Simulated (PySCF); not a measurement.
Species: C9H9FO2.
Geometry (PBE0-D3(BJ)/def2-SVP, Å), atoms numbered from 1 in this order:
```
atom  x, y, z in Å
C1    -3.6566    0.5208   -0.6375
C2    -2.7696    0.1173    0.5111
O3    -1.4240    0.0934    0.0421
C4    -0.4888   -0.2289    0.9417
O5    -0.7402   -0.4870    2.0930
C6     0.8793   -0.2313    0.3633
C7     1.9496   -0.5293    1.2144
C8     3.2511   -0.5457    0.7304
C9     3.4667   -0.2621   -0.6148
F10    4.7097   -0.2751   -1.0839
C11    2.4207    0.0346   -1.4826
C12    1.1223    0.0496   -0.9861
H13   -4.7062    0.5526   -0.3107
H14   -3.3825    1.5171   -1.0146
H15   -3.5760   -0.1965   -1.4676
H16   -2.8407    0.8186    1.3579
H17   -3.0289   -0.8793    0.9037
H18    1.7340   -0.7468    2.2623
H19    4.1037   -0.7737    1.3723
H20    2.6395    0.2488   -2.5301
H21    0.2830    0.2799   -1.6435
```

Level of theory: TDDFT CAM-B3LYP/def2-SVPD, vertical, gas phase, core orbitals frozen in the response (PySCF).

```csv
state,E (eV),E (hartree),f,|μ| (D),"main configurations (H = HOMO, L = LUMO)"
S1,5.23,0.1924,0.0005,0.16,"H-1→L (53%), H→L+1 (44%)"
S2,5.32,0.1954,0.0004,0.15,"H-2→L (86%), H-2→L+7 (11%)"
S3,5.59,0.2055,0.255,3.47,"H→L (88%), H-1→L+1 (10%)"
S4,6.59,0.2421,0.241,3.10,"H→L+1 (49%), H-1→L (44%)"
S5,6.85,0.2518,0.667,5.07,"H-1→L+1 (84%), H→L (8%)"
S6,7.19,0.2642,0.162,2.44,H-3→L (88%)
S7,7.26,0.2669,0.0000,0.02,H-2→L+1 (95%)
S8,7.34,0.2697,0.0003,0.09,"H→L+2 (61%), H→L+3 (34%)"
S9,7.43,0.2732,0.0001,0.05,"H-4→L (79%), H-6→L (15%)"
S10,7.66,0.2817,0.0004,0.12,"H-1→L+2 (56%), H-1→L+3 (37%)"
```

Triplets (Tamm–Dancoff): T1 3.82 eV, H→L (77%), H-1→L+1 (16%); T2 4.63 eV, H-1→L (61%), H→L+1 (34%); T3 4.67 eV, H-1→L+1 (79%), H→L (17%); T4 4.90 eV, H-2→L (83%), H-2→L+7 (14%).

The lowest singlet comes at 237 nm (505 kJ/mol) in the ultraviolet; it is very weak; its leading configuration is HOMO-1→LUMO (53%). The most intense listed level is S5 at 6.85 eV (181 nm, f = 0.667), 1.62 eV above S1. Löwdin shares by element: HOMO carbon 52% or more, fluorine 10% (atoms not listed hold the other 38%); LUMO carbon 43% or more, oxygen 12% or more (atoms not listed hold the other 45%). Weighted by f, the mean energy of these states is 6.60 eV. The oscillator strengths of these states sum to 1.327; summed over the whole spectrum of an exact calculation they would give the number of electrons, 88 (Thomas–Reiche–Kuhn). Of the 10 states listed, 4 reach f = 0.01 and 5 stay under 0.0005. No computed singlet lies in the visible range (380 to 750 nm); the lowest, at 237 nm, stands 1.97 eV above its violet end (3.26 eV). Singlets were solved by full linear response, triplets in the Tamm–Dancoff approximation.

One conformer stands for the species.
